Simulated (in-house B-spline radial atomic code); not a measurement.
A calculation on Mn²⁺ (an excited or competing configuration): its settings, and results tabulated from the run. Computed with an all-electron radial atomic-structure program (B-spline basis): scalar-relativistic (X2C) B97-1, spin-polarised, spherical fractional occupations, Fermi nucleus of rms radius 3.7057 fm.

In the input, 3d5,1 would mean five up and one down electron.

Command:
```bash
python run_scf.py task.json out
```
Settings (nuclear radius in fm, mass in u):
```
Z                25
configuration    1s2 2s2 2p6 3s2 3p6 3d2,2 4s0,1
hamiltonian      x2c
method           b97_1
spin_polarised   True
nucleus          fermi
rms_radius       3.7057
atomic_mass      54.93804
speed_of_light   137.035999084
```

Output (hartree, bohr):
```
 radial grid: 74 intervals, B-splines of order 8, outer radius 38.5185 bohr

 iter        energy (Eh)    residual
    1       -1146.708747    4.80e-01
    2       -1152.172813    4.34e-01
    3       -1156.654484    9.40e-02
    4       -1156.957404    2.45e-02
    5       -1156.966571    1.16e-02
    6       -1156.970451    4.02e-03
    7       -1156.970862    2.87e-04
    8       -1156.970864    4.25e-05
    9       -1156.970864    3.81e-06
   10       -1156.970864    6.16e-07
   11       -1156.970864    3.45e-08

 total energy                     -1156.97086
 kinetic                            1171.5957
 electron-nucleus                  -2743.2087
 Hartree                             465.9558
 exact exchange                      -10.3975
 exchange-correlation                -40.9161

 orbital      occ     eigenvalue          <r>       <r^2>       <1/r>       r_max
 1s up      1.000      -238.3962    0.0605964  0.00495124     25.2422     0.03954
 1s down    1.000      -238.3994     0.060596  0.00495117     25.2424     0.03954
 2s up      1.000       -28.7913     0.278875   0.0919117     5.35852      0.2323
 2s down    1.000       -28.7948     0.278865   0.0919064     5.35884      0.2323
 2p up      3.000       -24.5131     0.246907   0.0749676     5.20676      0.1884
 2p down    3.000       -24.5154      0.24691   0.0749708     5.20675      0.1884
 3s up      1.000        -4.2441     0.843525    0.819507       1.681      0.7338
 3s down    1.000        -4.2515     0.843062    0.818703     1.68248      0.7333
 3p up      3.000        -3.0345     0.889674    0.929377     1.54207      0.7488
 3p down    3.000        -3.0395     0.890495    0.931531     1.54128      0.7487
 3d up      2.000        -1.0979      1.07908     1.47757     1.21184      0.7486
 3d down    2.000        -1.1038      1.08189      1.4876     1.20972      0.7488
 4s down    1.000        -0.8308      2.48264     6.96908    0.527534       2.188
```

Time taken, with all properties: 0.4 s on 1 thread of Arm Neoverse N1, with other jobs on the host.

Caution: exact exchange at fractional occupations of open shells leaves self-interaction of up to several eV.
